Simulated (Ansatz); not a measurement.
Gas-phase electronic energies from Ansatz, PBE0-D4/def2-TZVP geometries. CBS: MP2 limit from def2 TZ/QZ plus the TZ coupled-cluster correction, frozen cores. This one scheme is used for every species. Each species was taken in one conformer, which may not be the lowest.

Reaction (ligand exchange at the Si–O bond): `[SiH3]O[Si]O[SiH3]` + `OC(O)O` → `OC(O)O[SiH3]` + `O[Si]O[SiH3]`

`[SiH3]O[Si]O[SiH3]`:

Cartesian coordinates in Å:
```
Si -0.502 2.787 -0.605
O -0.263 1.178 -0.371
Si -0.394 -0.332 -0.996
O 0.210 -1.222 0.243
Si 0.581 -2.721 0.804
H -1.088 3.038 -1.948
H 0.801 3.486 -0.498
H -1.429 3.290 0.438
H 2.034 -2.776 1.098
H 0.242 -3.756 -0.208
H -0.192 -2.973 2.044
```

`OC(O)O`:

```xyz
8

O    -0.456    0.397   -1.257
C     0.166   -0.200   -0.186
O    -0.707   -1.088    0.418
O     0.546    0.713    0.807
H    -1.315    0.709   -0.944
H     1.047   -0.708   -0.602
H    -0.455   -1.155    1.344
H     1.173    1.331    0.420
```

`OC(O)O[SiH3]`:

Cartesian coordinates in Å:
```
O -1.231 -1.057 0.140
C -0.939 0.163 -0.427
O -1.920 1.072 -0.070
O 0.294 0.676 -0.005
Si 1.632 -0.287 0.183
H -1.541 -0.886 1.038
H -0.908 -0.002 -1.511
H -1.513 1.944 -0.055
H 1.811 -1.167 -1.001
H 1.550 -1.118 1.409
H 2.764 0.661 0.300
```

`O[Si]O[SiH3]`:

Cartesian coordinates in Å:
```
O 1.589 1.181 -1.956
Si 0.054 1.239 -1.372
O 0.126 0.108 -0.165
Si -0.793 -0.609 0.997
H 2.210 0.569 -1.548
H -0.837 -2.070 0.740
H -2.175 -0.061 0.982
H -0.174 -0.356 2.321
```

```tsv
species	CCSD(T)/CBS(def2) energy (Eh)
`[SiH3]O[Si]O[SiH3]`	-1021.32998
`OC(O)O`	-265.98091
`OC(O)O[SiH3]`	-556.29334
`O[Si]O[SiH3]`	-731.01400
```

Q: Work out ΔE.

A: ΔE = (-556.29334) + (-731.01400) − (-1021.32998) − (-265.98091) = 0.00355 Eh = +9.3 kJ/mol.

Largest T1 diagnostic among the species: 0.014.

In def2-TZVPP, CCSD(T) changes the Hartree–Fock value by −8.5 kJ/mol (the triples alone add −1.4 kJ/mol) and MP2 by −9.2 kJ/mol.
